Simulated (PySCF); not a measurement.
Species: C4H6F2N (charge +1).
Geometry (GFN2-xTB, Å), atoms numbered from 1 in this order:
```
atom  x, y, z in Å
C1     2.268    0.520   -1.246
C2     1.195    0.187   -0.421
N3     0.341   -0.095    0.299
C4    -0.839   -0.391    0.964
C5    -2.019   -0.283   -0.033
F6    -1.818   -1.140   -1.049
F7    -2.041    0.953   -0.559
H8     3.215    0.412   -0.711
H9     2.167    1.557   -1.584
H10    2.279   -0.136   -2.123
H11   -0.979    0.324    1.782
H12   -0.784   -1.409    1.362
H13   -2.989   -0.498    0.440
```

The closed-shell SCF was solved with PySCF and density fitting under several settings on one GFN2-xTB geometry (grid level 2 and gas phase unless stated).

```
                                          settings  basis functions  SCF cycles     E (Eh)  HOMO (eV)  LUMO (eV)
                                     PBE0/pcSseg-1              149          14  -409.7009     -14.41      -6.31
                                    PBE0/def2-SVPD              194          14  -409.4601     -14.49      -6.35
BHandHLYP/pcSseg-1, fitting basis def2-qzvpp-jkfit              149          10  -409.9332     -16.04      -5.14
                  B97-2/def2-SVP, IEF-PCM methanol              128          13  -409.8371      -9.89      -1.67
mPW1PW91/6-31G*, IEF-PCM acetone, start guess atom              110          10  -410.1625     -10.09      -1.58
   PBE0/6-31G*, fitting basis def2-universal-jkfit              110          10  -409.7332     -14.10      -6.17
```

Problem. Estimate the rows for these settings: (1) HSE06/IGLO-II, start guess huckel; (2) PBE0/6-31++G**, IEF-PCM cyclohexane.

Solution. 
```
                           settings  basis functions  SCF cycles     E (Eh)  HOMO (eV)  LUMO (eV)
  HSE06/IGLO-II, start guess huckel              190          14  -409.8921     -13.99      -6.68
PBE0/6-31++G**, IEF-PCM cyclohexane              162          14  -409.8074     -12.26      -3.85
```

Problem. Over all rows, what range does the HOMO–LUMO gap span?

Solution. From 7.31 eV (HSE06/IGLO-II, start guess huckel) to 10.90 eV (BHandHLYP/pcSseg-1, fitting basis def2-qzvpp-jkfit). The functional of the narrowest has 25 % exact exchange at short range alone, that of the widest 50 % exact exchange.

Problem. Compare two rows with the functional PBE0: PBE0/6-31G*, fitting basis def2-universal-jkfit and PBE0/def2-SVPD. Which energy is lower, and by how much?

Solution. PBE0/6-31G*, fitting basis def2-universal-jkfit (110 functions) lies 0.2731 Eh or 171 kcal/mol below PBE0/def2-SVPD (194 functions). The smaller set gives the lower energy; the two sets aren't nested, so the variational bound doesn't order them by size.

Cycle counts include a coarse-grid stage where the run had one. All basis functions are spherical, in the Pople sets too. The species at its GFN2-xTB geometry (one conformer only).
